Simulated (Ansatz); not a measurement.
Consider the redistribution: `FBF` + `O=C=NBCl` → `FB(F)Cl` + `BN=C=O`.

Isolated molecules relaxed with PBE0-D4/def2-TZVP in Ansatz; ΔE leaves out vibrations. CCSD(T)/CBS adds triple-zeta CCSD(T) − MP2 to the extrapolated MP2 energy (def2 sets, frozen cores). This one scheme is used for every species. DFT in def2-TZVPP. One conformer a species, not always the lowest.

```csv
level,ΔE (kJ/mol)
B97M-V,17.5
ωB97M-V,20.6
MP2/def2-TZVPP,25.2
CCSD/def2-TZVPP,21.4
```

What does CCSD(T)/CBS give? (An estimate is asked.)

The calculation gave: +23.7 kJ/mol. The listed levels differ from it by -6.2, -3.1, 1.5, -2.3 kJ/mol.

Largest T1 diagnostic among the species: 0.017.

Leaving LDA and LC-ωPBE aside and taking each functional with its dispersion term where it has one, the values, not all of them listed here, spread over 5.4 kJ/mol, from B97M-V to BLYP-D4. In def2-TZVPP, CCSD(T) changes the Hartree–Fock value by +4.8 kJ/mol (the triples alone add +1.5 kJ/mol) and MP2 by +7.2 kJ/mol.
